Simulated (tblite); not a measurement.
A tight-binding relaxation on `CS[BH-]([NH2+]C1CC1)SC`.

Computed with GFN2-xTB geometry optimisation, gas phase (tblite 0.8.0). Start geometry: from a force field or distance geometry. The input is one job of a driver script: a line of settings, then coordinates in Å.

Command:
```bash
OMP_NUM_THREADS=1 python probes_run.py task.json out
```

Input:
```
{"job": {"kind": "relax", "xc": "GFN2-xTB", "basis": "xTB"}, "charge": 0, "multiplicity": 1}
C      3.359800     1.281600    -0.117100
S      1.866300     1.965200     0.693200
B      0.701400     0.566800     0.149300
N     -0.766600     1.085400     0.219200
C     -1.679400     0.150200    -0.454400
C     -3.151800     0.411400    -0.158900
C     -2.452100    -0.801600     0.432500
S      0.940300    -0.922600     1.314700
C      1.153500    -2.168600    -0.006200
H      3.570700     0.265900     0.271100
H      3.197400     1.247500    -1.217000
H      4.212000     1.940900     0.103900
H      0.944000     0.289100    -0.976100
H     -0.818500     2.000500    -0.262600
H     -1.027900     1.230100     1.234100
H     -1.468600    -0.142400    -1.501100
H     -3.840400     0.173700    -0.985000
H     -3.359000     1.209600     0.582100
H     -2.724300    -1.761300    -0.045700
H     -2.246100    -0.726300     1.531900
H      0.244400    -2.191700    -0.650600
H      2.043300    -1.921200    -0.615500
H      1.297000    -3.155300     0.468500
```

**Question.** Give the output.

**Answer.** 
```
step      E/eV     max force
  0    -774.91156    1.493
  1    -775.11038    0.989
  2    -775.25336    0.577
  3    -775.28039    0.438
  4    -775.32052    0.383
  5    -775.33841    0.342
  6    -775.35068    0.227
  7    -775.35662    0.171
  8    -775.36216    0.150
  9    -775.36673    0.147
... (81 lines left out)
 91    -775.46293    0.020
 92    -775.46301    0.021
 93    -775.46307    0.016
 94    -775.46311    0.016
 95    -775.46315    0.014
 96    -775.46318    0.011
 97    -775.46321    0.011
 98    -775.46324    0.011
 99    -775.46326    0.011
100    -775.46327    0.007
```

«max force» is the largest atomic force in eV/Å.

**Question.** From which step on does the largest force stay under 0.1 eV/Å, and how much energy is left to gain from there?

**Answer.** From step 76 (0.065 eV/Å), 4.9 meV above the end.

Summary of the converged run: energy lowered by 12.7 kcal/mol over 100 steps; largest atomic force 0.007 eV/Å at the end.

**Question.** Give the final coordinates.

**Answer.** 0.353 Å rms from the input after alignment:
```
atom  x, y, z in Å
C1     3.4593    1.4037    0.0953
S2     1.7967    2.1236    0.1358
B3     0.7627    0.5437   -0.2126
N4    -0.7592    1.0918    0.0115
C5    -1.8376    0.2641   -0.5048
C6    -3.2044    0.3909    0.0958
C7    -2.3756   -0.8325    0.3565
S8     1.0147   -0.8434    1.0728
C9     1.0684   -2.3053   -0.0071
H10    3.5093    0.6043    0.8298
H11    3.6562    1.0198   -0.9027
H12    4.1628    2.1918    0.3427
H13    0.8927    0.1486   -1.3190
H14   -0.7958    2.0306   -0.3908
H15   -0.8581    1.1914    1.0236
H16   -1.7402    0.0968   -1.5695
H17   -4.0603    0.3090   -0.5552
H18   -3.3414    1.0941    0.9034
H19   -2.6602   -1.7600   -0.1145
H20   -1.9380   -0.9628    1.3342
H21    0.1460   -2.3749   -0.5763
H22    1.9202   -2.2269   -0.6760
H23    1.1771   -3.1714    0.6372
```

**Question.** How long does this job take on Arm Neoverse V1, one thread, shared host?

**Answer.** About 1.0 s.
Labels such as C1 count atoms from 1, the log's own numbers from 0.
